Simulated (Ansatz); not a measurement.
## What each rung costs, and what it gives

Saddle point of SiH₇O₂F, closed shell (SiH₃F ([F][SiH3]) + H₂O + H₂O → SiH₄O ([OH][SiH3]) + H₂O + HF; bonds formed: Si1–O7, F2–H8, H6–O9; bonds broken: Si1–F2, H6–O7, H8–O9), PBE0-D4/def2-TZVP structure:

```
atom    x (Å)    y (Å)    z (Å)
 Si1  -0.3062   0.3687  -1.2474
  F2  -0.5485  -1.2693  -0.3208
  H3   0.5219  -0.4173  -2.1944
  H4  -1.7823   0.3783  -1.3881
  H5  -0.0036   1.7680  -1.7738
  H6   0.5543   0.0054   1.2363
  O7   0.3888   0.8458   0.3066
  H8  -0.0174  -1.3693   0.8666
  O9   0.5039  -1.0176   1.7454
 H10   0.7925   1.7145   0.2782
 H11  -0.1033  -1.0075   2.4914
```

Barriers are electronic and count from the start structure reached by relaxing down the imaginary mode.

Computed with Ansatz 0.2.0 (basis: as named in each row); correlated methods freeze the cores. B3LYP uses VWN-RPA correlation. Extrapolation: Hartree–Fock as exp(−7.88 √X), correlation as X^−2.97.

Times are rough, for one single point on 4 threads of a shared host (Intel Xeon).

The estimate by CCSD(T) at an estimated basis limit (MP2 extrapolated from triple and quadruple zeta, plus CCSD(T) − MP2 in triple zeta) is 0.983 eV.

```tsv
method	basis	time (s)	barrier (eV)	method less estimate
HF	STO-3G	under 1	0.803	-0.181
PBE-D4	STO-3G	under 1	-1.639	-2.623
SPW92	def2-SVP	under 1	-0.250	-1.234
B3LYP-D4	6-31G	1	0.240	-0.744
PBE-D4	def2-SVP	1	0.372	-0.612
PBE0-D4	def2-SVP	1	0.512	-0.471
SPW92	def2-TZVPP	2	0.032	-0.951
PBE-D4	def2-TZVPP	3	0.634	-0.349
BLYP-D4	def2-TZVPP	3	0.851	-0.133
BHLYP-D4	def2-TZVPP	4	1.049	0.066
B3LYP-D4	def2-TZVPP	4	0.907	-0.076
PBE0-D4	def2-TZVPP	4	0.751	-0.233
CAM-B3LYP-D4	def2-TZVPP	5	0.833	-0.150
wB97M-V	def2-SVP	5	0.601	-0.382
r2SCAN-D4	def2-TZVPP	6	0.697	-0.286
r2SCAN0-D4	def2-TZVPP	6	0.782	-0.202
CCSD(T)	def2-SVP	6	0.885	-0.098
B2PLYP	def2-TZVPP	8	0.948	-0.036
RPA on PBE	def2-TZVPP	8	0.992	0.009
PBE-QIDH	def2-TZVPP	8	0.838	-0.145
B97M-V	def2-TZVPP	9	0.934	-0.049
wB97M-V	def2-TZVPP	9	0.868	-0.115
wB97X-V	def2-TZVPP	10	0.884	-0.099
MP2	def2-QZVPP	34	0.913	-0.070
CCSD(T)	def2-TZVPP	130	0.968	-0.015
```

All methods are single points on the PBE0-D4 structures; a negative value means that the method puts the saddle structure below the start.

The T1 diagnostic stays at or below 0.011.

The step is the kind of ligand exchange by which a precursor binds to a hydroxyl group, or is hydrolysed, in atomic layer deposition of oxides.

Labels in which every atom is bracketed show which atoms are joined, not bond orders.
